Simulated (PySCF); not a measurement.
Species: C₂H₈AlBi.
Geometry (PBE0-D3(BJ)/def2-SVP, Å), atoms numbered from 1 in this order:
```xyz
12
C2H8AlBi angstrom
C      1.9879    0.5150    0.9584
C      1.4881    0.3107   -0.2724
Al     0.4547   -1.2986   -0.7119
Bi    -2.0666    0.1165    0.1369
H      2.5677    1.4080    1.2280
H      1.8470   -0.2130    1.7684
H      1.6859    1.0996   -1.0134
H      0.3443   -2.4174    0.4227
H      0.0091   -1.6066   -2.2120
H     -3.7916   -0.3410    0.1084
H     -2.3730    1.7536   -0.4925
H     -2.1136    0.6451    1.8351
```

Level of theory: PBE0-D3(BJ)/def2-SVP geometry optimisation, gas phase, def2 core potentials past Kr in PySCF.

Take the most abundant isotopes and a rigid rotor. The values belong to one conformer with, in the numbering `[CH2:1]=[CH:2][AlH2-:3][BiH3+:4]`, C1–C2–Al3–Bi4 89°.

Task: Give the principal moments of inertia and the rotational constants in cm⁻¹.

Result: Ia = 103.34, Ib = 495.69, Ic = 565.92 u·Å²; 505379 MHz·u·Å²/I gives 4891, 1020 and 893.0 MHz, that is A = 0.16313, B = 0.03401, C = 0.02979 cm⁻¹.

Task: What kind of rotor is it?

Result: A near-prolate asymmetric top; Ray's κ = -0.937.

Task: What does the inertial defect say?

Result: Not planar: Δ = Ic − Ia − Ib = -33.10 u·Å². For a rigid frame Δ = −2 Σ m c², so Σ m c² = 16.55 u·Å² lies off the ab plane: 11.64 from hydrogen and 4.91 from heavier atoms. The atom farthest from that plane is 1.67 Å away.

Task: Where do the levels up to J = 4 lie, in K?

Result: Above 0(0,0), as E/k:
J = 1: 1(0,1) 0.092, 1(1,1) 0.278, 1(1,0) 0.284
J = 2: 2(0,2) 0.275, 2(1,2) 0.455, 2(1,1) 0.473, 2(2,1) 1.031, 2(2,0) 1.031
J = 3: 3(0,3) 0.550, 3(1,3) 0.721, 3(1,2) 0.758, 3(2,2) 1.306, 3(2,1) 1.307, 3(3,1) 2.250, 3(3,0) 2.250
J = 4: 4(0,4) 0.916, 4(1,4) 1.076, 4(1,3) 1.137, 4(2,3) 1.673, 4(2,2) 1.675, 4(3,2) 2.618, 4(3,1) 2.618, 4(4,1) 3.939, 4(4,0) 3.939
Those of J = 1 are B + C, A + C and A + B.

Task: Which lines would a microwave search look for?

Result: The dipole components are |μa| = 1.12 D, |μb| = 1.14 D, |μc| = 0.21 D. The squared components, which scale the intensities, stand as 0.96 : 1.00 : 0.03 (a : b : c). Some lines, for components of 0.1 D or more:

| type | branch | J(Ka,Kc) | MHz | lower level (cm⁻¹) |
| --- | --- | --- | --- | --- |
| b | R | 3(0,3) ← 2(1,2) | 1978 | 0.316 |
| a | R | 3(0,3) ← 2(0,2) | 5726 | 0.191 |
| b | R | 2(1,2) ← 1(0,1) | 7570 | 0.064 |
| a | R | 5(4,1) ← 4(4,0) | 9570 | 2.738 |
| b | R | 4(1,4) ← 3(0,3) | 10959 | 0.382 |
| b | R | 4(2,3) ← 3(1,2) | 19073 | 0.527 |
| c | Q | 3(3,1) ← 3(2,1) | 19658 | 0.908 |
| b | Q | 5(3,3) ← 5(2,4) | 19699 | 1.482 |
| c | R | 5(3,3) ← 4(2,3) | 29255 | 1.163 |
| b | R | 4(4,1) ← 3(3,0) | 35191 | 1.564 |
| c | Q | 5(5,1) ← 5(4,1) | 35402 | 3.057 |

Task: Estimate the classical rotational partition function at 100 K, 200 K and 298.15 K.

Result: Point group C1, symmetry number σ = 1; q = (√π/σ)·√((kT/h)³/(ABC)), k/h = 20836.6 MHz/K: 79900 at 100 K, 226000 at 200 K, 411000 at 298.15 K.

Stationary, but not proved a minimum. Constants of a rigid frame at the computed geometry: no zero-point averaging, no centrifugal distortion. A rigid rotor knows nothing of internal rotation, which can split or shift real lines. Quadrupole hyperfine structure (27Al) is left out.
